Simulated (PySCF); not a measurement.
1,1-difluorobuta-1,3-diene (C4H4F2), SMILES C=CC=C(F)F. Atoms are numbered in the order given.

```xyz
10

C      0.1525     2.7361     0.0000
C     -0.3082     1.4777     0.0000
C      0.5370     0.2996     0.0000
C      0.0639    -0.9483     0.0000
F      0.8074    -2.0254     0.0000
F     -1.2074    -1.2681     0.0000
H      1.2249     2.9531     0.0000
H     -0.5304     3.5881     0.0000
H     -1.3893     1.3029     0.0000
H      1.6236     0.4062     0.0000
```

The structure is a stationary point at PBE0-D3(BJ)/def2-SVP. Other conformers were not sampled.

Two levels are set side by side: PBE/pcSseg-1 (PySCF) and KT2/pcSseg-1 (PySCF). GIAO shifts against CFCl3 (¹⁹F), TMS (¹H), TMS (¹³C) at the same level; non-relativistic, no solvent, atoms listed together averaged. Differences are taken from unrounded values.

| quantity | PBE |
|---|---|
| δ(¹³C) of C1 (ppm) | 120.8 |
| δ(¹³C) of C2 (ppm) | 135.1 |
| δ(¹³C) of C3 (ppm) | 88.7 |
| δ(¹³C) of C4 (ppm) | 168.8 |
| δ(¹H) of H7, H8 (ppm) | 5.49 |
| δ(¹H) of H9 (ppm) | 6.65 |
| δ(¹H) of H10 (ppm) | 5.03 |

Question: These are the PBE values. What does KT2 give? (An estimate is asked for; the answer gives what the named calculation found.)

Answer: 
| quantity | KT2 | PBE minus KT2 |
|---|---|---|
| δ(¹³C) of C1 (ppm) | 113.0 | 7.8 |
| δ(¹³C) of C2 (ppm) | 126.7 | 8.5 |
| δ(¹³C) of C3 (ppm) | 82.8 | 5.9 |
| δ(¹³C) of C4 (ppm) | 162.2 | 6.5 |
| δ(¹H) of H7, H8 (ppm) | 5.35 | 0.14 |
| δ(¹H) of H9 (ppm) | 6.46 | 0.19 |
| δ(¹H) of H10 (ppm) | 4.90 | 0.13 |

Rough cost on one machine, each run with all the roots and properties that it gave: KT2 against PBE within a factor of 2.
